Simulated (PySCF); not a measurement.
Compound: C2H12Ge2OSi.
Atom-mapped SMILES: `[CH3:1][CH2:2][O:3][SiH2:4][GeH2:5][GeH3:6]` (hydrogens: H7, H8, H9 on C1; H10, H11 on C2; H12, H13 on Si4; H14, H15 on Ge5; H16, H17, H18 on Ge6)

Method: PySCF 2.14.0, PBE0-D3(BJ)/def2-SVP geometry optimisation, gas phase.

(1) List the bond lengths, angles and torsions at this level.

## Answers

(1) 
| bond | length (Å) |
| --- | --- |
| C1–C2 | 1.510 |
| C2–O3 | 1.409 |
| O3–Si4 | 1.673 |
| Si4–Ge5 | 2.379 |
| Ge5–Ge6 | 2.425 |
| C1–H7, C1–H8, C1–H9 | 1.100 |
| C2–H10, C2–H11 | 1.108 |
| Si4–H12, Si4–H13 | 1.499 |
| Ge5–H14, Ge5–H15 | 1.542 |
| Ge6–H16, Ge6–H17, Ge6–H18 | 1.540 |

Bonds in one row agree within 0.01 Å and their mean is given. A selection of angles:
| angle | degrees |
| --- | --- |
| C2–C1–H7 | 110.8 |
| C2–C1–H8 | 110.4 |
| H7–C1–H8 | 108.6 |
| H8–C1–H9 | 108.1 |
| C1–C2–O3 | 109.3 |
| C1–C2–H10 | 110.2 |
| O3–C2–H10 | 110.1 |
| H10–C2–H11 | 106.7 |
| C2–O3–Si4 | 124.7 |
| O3–Si4–Ge5 | 102.4 |
| O3–Si4–H12 | 110.2 |
| O3–Si4–H13 | 110.8 |
| Ge5–Si4–H12 | 112.8 |
| H12–Si4–H13 | 107.5 |
| Si4–Ge5–Ge6 | 104.9 |
| Si4–Ge5–H14 | 111.9 |
| Ge6–Ge5–H14 | 110.7 |
| Ge6–Ge5–H15 | 110.2 |
| H14–Ge5–H15 | 107.5 |
| Ge5–Ge6–H16 | 110.7 |
| Ge5–Ge6–H17 | 110.0 |
| H16–Ge6–H17 | 108.6 |
| H16–Ge6–H18 | 108.5 |

Torsions: C1–C2–O3–Si4 176° (antiperiplanar); C2–O3–Si4–Ge5 -175° (antiperiplanar); O3–Si4–Ge5–Ge6 3° (synperiplanar). The mirror-image conformer, all signs reversed, is as good.

O3 (silyl ether oxygen) is bent (angle 124.7°). Ge6 (germanium bonded to Ge and 3 H) is tetrahedral (angles from 108.5° to 110.7°). Si4 (oxygen-bound silicon) is distorted tetrahedral (angles from 102.4° to 113.2°). Ge5 (germanium bonded to Ge, Si and 2 H) is distorted tetrahedral (angles from 104.9° to 111.9°).

Point group: near Cs, missed by 0.16 Å at most; the miss may be what the optimiser left on a soft mode. Whether it is a minimum is left open (no frequencies). The numbers are those of one conformer.

The run took 6.8 min on one thread of an Arm Neoverse V1, shared host, and the process peaked at 0.87 GiB of memory. This is the geometry optimisation.
